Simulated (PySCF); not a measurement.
C3H5 (SMILES [CH-]=CC), charge -1, singlet, at a GFN2-xTB geometry. Base run: PySCF with CCSD(T)/6-31G.

Input for PySCF:
```python
from pyscf import gto, scf, cc

mol = gto.Mole()
mol.atom = '''
    C     1.35805982    0.02312035   -0.00323503
    C     0.09892564    0.45870450   -0.01716080
    H     2.08097321    0.91930036   -0.03769013
    H    -0.29397552    1.52858289   -0.05609412
    C    -1.06691089   -0.50759766    0.02066702
    H    -0.69797393   -1.53441177    0.05804749
    H    -1.71318980   -0.34673546    0.89954519
    H    -1.71628136   -0.41209920   -0.86543564
'''
mol.basis = '6-31g'
mol.charge = -1
mol.verbose = 5
mol.build()

mf = scf.RHF(mol)
mf.kernel()

mycc = cc.CCSD(mf)
mycc.kernel()
et = mycc.ccsd_t()
print('E(CCSD(T)) = %.10f' % (mycc.e_tot + et))
```

Each row names what was changed in the base input (with any setting that the change needs).

```csv
change,ΔE vs base (kcal/mol),MP2 correlation (Eh),CC correlation without the perturbative part (Eh),basis functions
base,0.000,-0.27494,-0.30998,37
cc.direct = True,0.000,-0.27494,-0.30998,37
frozen = 4,___,___,___,37
cc.level_shift = 0.2,0.000,-0.27494,-0.30998,37
cc.diis_space = 10,0.000,-0.27494,-0.30998,37
cc.conv_tol = 1e-5,0.000,-0.27494,-0.30998,37
frozen = 3,___,___,___,37
cart = on,0.000,-0.27494,-0.30998,37
frozen = 2,___,___,___,37
cc.diis_space = 3,0.000,-0.27494,-0.30998,37
```

Question: Complete the blanks.

Answer: 
- frozen = 4, ΔE vs base (kcal/mol): 28.55
- frozen = 4, MP2 correlation (Eh): -0.23608
- frozen = 4, CC correlation without the perturbative part (Eh): -0.26531
- frozen = 3, ΔE vs base (kcal/mol): 2.28
- frozen = 3, MP2 correlation (Eh): -0.27108
- frozen = 3, CC correlation without the perturbative part (Eh): -0.30642
- frozen = 2, ΔE vs base (kcal/mol): 1.55
- frozen = 2, MP2 correlation (Eh): -0.27231
- frozen = 2, CC correlation without the perturbative part (Eh): -0.30755
